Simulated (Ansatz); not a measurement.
Geometry optimisation, RKS BHLYP-D4/def2-SVP (Ansatz 0.2.0).

input.yaml

```yaml
crystal:
  periodic: [false, false, false]
  atoms:
    - { symbol: Sn, position_ang: [-0.815797, -0.829805, -1.177818] }
    - { symbol: H, position_ang: [1.730641, -2.127606, -0.249961] }
    - { symbol: H, position_ang: [0.28771, -0.809878, -2.468822] }
    - { symbol: H, position_ang: [-1.16752, -2.384607, -0.596806] }
    - { symbol: H, position_ang: [-2.222237, 0.073158, -1.515834] }
    - { symbol: H, position_ang: [1.607824, -1.560109, 0.141075] }
    - { symbol: O, position_ang: [0.095698, 0.122851, 0.355327] }
    - { symbol: Si, position_ang: [0.111895, 1.53658, 1.176452] }
    - { symbol: H, position_ang: [0.188487, 2.705231, 0.258302] }
    - { symbol: H, position_ang: [-1.109477, 1.705465, 2.007249] }
    - { symbol: H, position_ang: [1.292676, 1.56882, 2.070937] }
basis:
  gaussian: { orbitals: def2-SVP }
hamiltonian:
  xc: { name: BHLYP }
  dispersion: d4
relax:
  f_tol: 0.03
  max_steps: 50
```

Launched with:

```bash
$ ansatz run input.yaml --threads 2 --pin off --max-ram 3072MiB --backend cpu --events-out ev --progress --plain --runs-dir out
```

Q: Where does it end, and by what steps?

A: It converged. The force dipped under the threshold on the way, but the program's further checks kept it going. After 17 steps the energy has fallen by 0.131 eV; H2 moved furthest, 0.92 Å.

```json
{"step": "0", "energy less start (eV)": "0.0000", "largest force component (eV/Å)": "1.988", "accepted": "yes"}
{"step": "1", "energy less start (eV)": "-0.1086", "largest force component (eV/Å)": "0.141", "accepted": "yes"}
{"step": "2", "energy less start (eV)": "-0.1220", "largest force component (eV/Å)": "0.086", "accepted": "yes"}
{"step": "3", "energy less start (eV)": "-0.1225", "largest force component (eV/Å)": "0.203", "accepted": "yes"}
{"step": "4", "energy less start (eV)": "-0.1248", "largest force component (eV/Å)": "0.088", "accepted": "yes"}
{"step": "5", "energy less start (eV)": "-0.1271", "largest force component (eV/Å)": "0.021", "accepted": "yes"}
{"step": "6", "energy less start (eV)": "-0.1190", "largest force component (eV/Å)": "0.635", "accepted": "no"}
{"step": "7", "energy less start (eV)": "-0.1284", "largest force component (eV/Å)": "0.067", "accepted": "yes"}
{"step": "8", "energy less start (eV)": "-0.1283", "largest force component (eV/Å)": "0.210", "accepted": "no"}
{"step": "9", "energy less start (eV)": "-0.1289", "largest force component (eV/Å)": "0.072", "accepted": "yes"}
{"step": "10", "energy less start (eV)": "-0.1291", "largest force component (eV/Å)": "0.072", "accepted": "yes"}
{"step": "11", "energy less start (eV)": "-0.1297", "largest force component (eV/Å)": "0.071", "accepted": "yes"}
{"step": "12", "energy less start (eV)": "-0.1300", "largest force component (eV/Å)": "0.057", "accepted": "yes"}
{"step": "13", "energy less start (eV)": "-0.1303", "largest force component (eV/Å)": "0.054", "accepted": "yes"}
{"step": "14", "energy less start (eV)": "-0.1305", "largest force component (eV/Å)": "0.057", "accepted": "yes"}
{"step": "15", "energy less start (eV)": "-0.1306", "largest force component (eV/Å)": "0.041", "accepted": "yes"}
{"step": "16", "energy less start (eV)": "-0.1307", "largest force component (eV/Å)": "0.021", "accepted": "yes"}
{"step": "17", "energy less start (eV)": "-0.1307", "largest force component (eV/Å)": "0.009", "accepted": "yes"}
```

```xyz
11
Properties=species:S:1:pos:R:3
Sn -1.063 -0.732 -1.294
H 2.404 -2.016 0.369
H -0.080 -0.742 -2.680
H -1.447 -2.289 -0.732
H -2.442 0.252 -1.486
H 1.886 -1.467 0.393
O 0.026 0.089 0.134
Si 0.148 1.410 1.092
H 0.312 2.650 0.289
H -1.066 1.581 1.933
H 1.322 1.265 1.982
```

Run time: 38 s on 2 threads of Intel(R) Xeon(R) Platinum 8488C (Sapphire Rapids), on a shared host, peak memory 0.23 GiB.
